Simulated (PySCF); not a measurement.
C9H7: g tensor and hyperfine couplings

Compound: C₉H₇ (doublet state).
Geometry (GFN2-xTB, Å), atoms numbered from 1 in this order:
```xyz
16
C9H7 angstrom
C      4.1963   -1.5092   -1.3623
C      3.1693   -1.0395   -0.9252
C      2.0265   -0.5280   -0.4412
C      0.9791   -0.0613   -0.0021
C     -0.1905    0.4316    0.4961
C     -0.3082    1.7909    0.7539
C     -0.4254    2.9696    0.9946
C     -1.3741   -0.4678    0.7107
C     -2.2517   -0.5140   -0.5450
H      5.0857   -1.9128   -1.7420
H     -0.5199    3.9944    1.1955
H     -1.9639   -0.0926    1.5508
H     -1.0273   -1.4769    0.9453
H     -2.6050    0.4842   -0.7957
H     -3.1133   -1.1572   -0.3785
H     -1.6852   -0.9026   -1.3891
```

The hyperfine couplings belong to this conformer and change with its torsions.

The species is `C#CC#C[C](C#C)CC` [radical].

The calculation used PySCF, UKS B3LYP, pcH-1 on C H, non-relativistic, mean-field spin-orbit, GIAO. Isolated species at its GFN2-xTB geometry (one conformer only). A GFN2-xTB geometry isn't a minimum of the functional, and hyperfine couplings can be far from their values at a DFT geometry. The SCF solution wasn't tested for stability. ⟨S²⟩ is 0.782 where a pure state has 0.75.

```json
{"g1, g2, g3": "2.00218, 2.00290, 2.00310", "g_iso": "2.00273", "Form of g": "rhombic: the two nearest values differ by 21 % of g3 − g1", "⟨S²⟩": "0.7820 (exact 0.7500)", "α and β electrons": "31, 30", "Total energy": "-346.98079 Eh", "Basis functions": "295"}
```

Isotropic coupling and dipolar principal values T1 to T3, in MHz; ρ(0) is the spin density at the nucleus:

```csv
atom,isotope,a_iso,T1,T2,T3,Mulliken spin population,ρ(0) (bohr⁻³)
C1,13C,24.0,-23.6,-13.9,37.6,0.29,0.0214
C2,13C,-38.2,-12.7,-0.4,13.1,-0.15,-0.0340
C3,13C,35.5,-33.9,-23.4,57.3,0.38,0.0315
C4,13C,-55.7,-19.6,-0.6,20.2,-0.23,-0.0495
C5,13C,52.2,-46.6,-46.0,92.5,0.55,0.0465
C6,13C,-50.2,-15.2,-0.2,15.4,-0.18,-0.0446
C7,13C,28.0,-28.9,-21.5,50.4,0.36,0.0249
C8,13C,-20.3,-1.1,-0.4,1.5,-0.04,-0.0181
C9,13C,37.4,-3.1,-3.0,6.1,0.02,0.0332
H10,1H,-22.2,-9.8,-1.4,11.3,-0.01,-0.0050
H11,1H,-27.1,-12.7,-1.1,13.9,-0.01,-0.0061
H12,1H,18.9,-2.5,-1.9,4.4,0.01,0.0042
H13,1H,16.2,-2.4,-1.9,4.2,0.01,0.0036
H14,1H,-2.3,-2.7,-0.9,3.6,0.00,-0.0005
H15,1H,8.3,-1.8,-1.0,2.8,0.01,0.0019
H16,1H,-2.3,-2.7,-0.9,3.6,0.00,-0.0005
```

Largest spin populations (Mulliken): C5 (+0.55), C3 (+0.38), C7 (+0.36) and C1 (+0.29). Four atoms exceed +0.15. The positive populations add up to 1.63 and the negative ones to -0.63, together 2S = 1. The angles at C5 add up to 359.9°, so it is planar.

C5, the radical centre as drawn in `C#CC#C[C](C#C)CC`, holds a spin population of +0.55 out of 1.

Axes: g2 points within 7° of the C5–C8 bond.

Under fast tumbling the dipolar parts average out, and these isotropic splittings remain: 1 × 1H (H11, I = 1/2, 2 lines) with 0.97 mT, 1 × 1H (H10, I = 1/2, 2 lines) with 0.79 mT, 2 × 1H (H12/H13, I = 1/2, 3 lines) with 0.63 mT and 3 × 1H (H14/H15/H16, I = 1/2, 4 lines) with 0.04 mT.

Class means assume fast exchange of nuclei equivalent by connectivity; if that motion is slow, each nucleus keeps its own coupling. The three 1H nuclei of mean +1.2 MHz run from -2.3 to 8.3 MHz in the frozen geometry.

The 13C coupling of C4 (-55.7 MHz) shows only in satellite lines or after enrichment, since that isotope makes up about 1.07 % of natural carbon.

β density exceeds α density at some nuclei, such as C4 (-0.0495), C6 (-0.0446) and C2 (-0.0340), spin density in bohr⁻³. In a single determinant that takes different orbitals for the two spins, that is spin polarisation.

Time: 94 s (grids of density and orbitals included); peak memory 0.97 GiB. Hardware: one thread of an Arm Neoverse V2, shared host.
